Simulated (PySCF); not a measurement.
Compound: C5H5F4O (doublet state).
Numbering: `[F:1][C:2]1[CH2:3][O:4][CH2:5][C@H:6]1[C:7]([F:8])([F:9])[F:10]` (hydrogens: H11, H12 on C3; H13, H14 on C5; H15 on C6)

Cartesian coordinates in Å at the GFN2-xTB level; atoms count from 1:
```xyz
15
C5H5F4O angstrom
F      0.582   -1.834    1.296
C      0.467   -1.010    0.244
C      1.664   -0.650   -0.565
O      1.334    0.574   -1.179
C      0.381    1.245   -0.379
C     -0.468    0.153    0.304
C     -1.761   -0.117   -0.478
F     -2.537    0.979   -0.527
F     -2.496   -1.080    0.089
F     -1.537   -0.486   -1.741
H      1.901   -1.369   -1.356
H      2.555   -0.553    0.085
H      0.884    1.851    0.388
H     -0.198    1.898   -1.033
H     -0.775    0.407    1.324
```

The hyperfine couplings belong to this conformer and change with its torsions.

Method: UKS B3LYP, pcH-1 on C F H O, non-relativistic, mean-field spin-orbit, GIAO (PySCF). Geometry: GFN2-xTB, one conformer, isolated molecule. The geometry wasn't refined by DFT: couplings that depend on bond lengths, twists or pyramidal angles can differ widely from those at the functional's own minimum. No stability test was run, so a lower SCF solution isn't excluded.

Problem. Break the g tensor into its mass correction, gauge correction and orbital-Zeeman/spin–orbit terms.

Solution. 
| Δg (ppm) | 1 | 2 | 3 |
| --- | --- | --- | --- |
| relativistic mass correction | -204 | -204 | -204 |
| gauge correction | 13 | 35 | 38 |
| orbital Zeeman/spin–orbit | -131 | 2210 | 2682 |
| total | -321 | 2041 | 2516 |

So g = 2.00200, 2.00436, 2.00484 and g_iso = 2.00373; the tensor is rhombic: the two nearest values differ by 17 % of g3 − g1. 

Problem. What effective moment and Curie constant follow for a powder?

Solution. With the mean of g² = 4.0149 and S(S+1) = 0.75: μ_eff = √(⟨g²⟩S(S+1)) = 1.735 μB and χT = 0.12505·⟨g²⟩·S(S+1) = 0.377 cm³ K/mol (cgs; spin-Hamiltonian part alone).

Problem. At 9.57 GHz, how far is the centre of the isotropic spectrum from where a free electron (g = 2.002319) resonates?

Solution. B = hν/(g μB) with μB/h = 13.99624 MHz/mT gives 341.48 mT for the free electron and 341.24 mT at g_iso, 0.24 mT lower.

Problem. In a frozen sample, at which fields do the three g values resonate at 9.5, 34, 94 and 263 GHz (hyperfine left aside), and which band first spreads them over more than twice a line width of 1.0 mT?

Solution. 
```tsv
band	GHz	B(g3) mT	B(g2) mT	B(g1) mT	spread mT
X	9.5	338.56	338.64	339.04	0.48
Q	34.0	1211.68	1211.97	1213.40	1.72
W	94.0	3349.94	3350.74	3354.69	4.75
J	263.0	9372.72	9374.94	9386.00	13.28
```

The spread grows in proportion to the frequency. W band is the first where it exceeds 2.0 mT.

The Mulliken spin populations are largest on C2 (+0.89) and F1 (+0.07). No atom but C2 exceeds +0.15. The angles at C2 add up to 350.1°, so it is slightly pyramidal.

The HOMO–LUMO gaps are 6.97 eV among the α and 5.53 eV among the β orbitals.
